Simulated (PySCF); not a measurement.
Match the calculated data to a structure.

All candidates are C4H11PSi2.

* 1H NMR: chemical shifts (computed TMS as zero) by class: 4.55 (3 H), 3.76 (2 H), 2.75 (3 H), 0.19 (3 H) ppm [GIAO PBE0/pcSseg-1]
* Dipole: 1.45 D [wB97X-D/def2-SVPD]
* Triplet: lowest triplet excitation (Tamm–Dancoff): 3.49 eV [TDA wB97X-D/def2-SVPD]
* Polarisability: 129.9 au [wB97X-D/def2-SVPD]
* Rotational structure: rotational constants A, B, C: 1.829, 0.879, 0.690 GHz [GFN2-xTB]
* 13C NMR: chemical shifts (computed TMS as zero) by class: 150.4 (1 C), 110.0 (1 C), 17.9 (1 C), -6.5 (1 C) ppm [GIAO PBE0/pcSseg-1]
* NMR, other nuclei: isotropic shieldings of nuclei other than C and H, by class: 394 (1 Si), 436 (1 Si), 597 (1 P) ppm [GIAO PBE0/pcSseg-1]
* UV, strongest line: among the 8 lowest singlet transitions: S6 at 6.26 eV (198 nm, f = 0.162) [TDDFT wB97X-D/def2-SVPD]
* UV, first state: lowest singlet excitation: 4.40 eV (282 nm, f = 0.008) [TDDFT wB97X-D/def2-SVPD]

Gas-phase values; electronic properties from PySCF, density fitting. Levels stand in brackets. One conformer (not necessarily the lowest) at the GFN2-xTB geometry, without solvent, vibrations or thermal averaging. NMR values are class means; diastereotopic atoms form classes of their own.

Question: Which candidate is it?
A. `C#C[Si@@]([SiH3])(P)CC`
B. `C#C[C@@H](C)[SiH2][SiH2]P`
C. `C[SiH2]P1C(C)=C1[SiH3]`

Answer: C. It is `C[SiH2]P1C(C)=C1[SiH3]`. Numbering: `[CH3:1][SiH2:2][P:3]1[C:4]([CH3:5])=[C:6]1[SiH3:7]`. 4 carbons fall into 4 classes; from least to most shielded: fully substituted alkene carbon [C4] (150.4 ppm), fully substituted alkene carbon [C6] (110.0 ppm), allylic carbon [C5] (17.9 ppm), Si-methyl carbon [C1] (-6.5 ppm). Hydrogen classes from least to most shielded: 3 H on an SiH3 silicon, Si7 (4.55 ppm), 2 H on an SiH2 silicon, Si2 (3.76 ppm, a mean of values up to 0.5 ppm apart in this geometry), 3 H on an allylic carbon, C5 (2.75 ppm), 3 H on an Si-methyl carbon, C1 (0.19 ppm). The other shieldings belong to: 394 ppm, SiH2 silicon [Si2]; 436 ppm, SiH3 silicon [Si7]; 597 ppm, three-coordinate phosphorus [P3]. The optimised geometry has point group C1 and is an asymmetric top.

The others, at the same levels:
- `C#C[C@@H](C)[SiH2][SiH2]P` fails: its computed 13C shifts are 92.0 (1 C), 75.9 (1 C), 22.1 (1 C), 11.9 (1 C) ppm, 1H shifts are 4.12 (1 H), 3.99 (1 H), 3.98 (1 H), 3.91 (1 H), 2.01 (1 H), 1.54 (1 H), 1.42 (3 H), 0.83 (2 H) ppm and lowest singlet excitation is 6.18 eV (200 nm, f = 0.148) (against 4.40 eV).
- `C#C[Si@@]([SiH3])(P)CC` fails: its computed 13C shifts are 106.1 (1 C), 92.8 (1 C), 14.4 (1 C), 10.7 (1 C) ppm, 1H shifts are 3.51 (3 H), 2.22 (1 H), 1.40 (2 H), 1.18 (1 H), 1.13 (3 H), 1.05 (1 H) ppm and lowest singlet excitation is 5.89 eV (211 nm, f = 0.030) (against 4.40 eV).

Each candidate is one conformer, not necessarily the lowest. Dipoles, sizes and rotational constants follow the conformer. The torsions of the flexible species, by atom-mapped SMILES:
- `[CH3:1][SiH2:2][P:3]1[C:4]([CH3:5])=[C:6]1[SiH3:7]`: C1–Si2–P3–C4 179°
- `[CH:1]#[C:2][C@@H:3]([CH3:4])[SiH2:5][SiH2:6][PH2:7]`: C2–C3–Si5–Si6 54°, C3–Si5–Si6–P7 160°, H–P7–Si6–Si5 -47°, H–P7–Si6–Si5 45°
- `[CH:1]#[C:2][Si@@:3]([SiH3:4])([PH2:5])[CH2:6][CH3:7]`: C2–Si3–C6–C7 -176°, H–P5–Si3–C2 -65°, H–P5–Si3–C2 27°
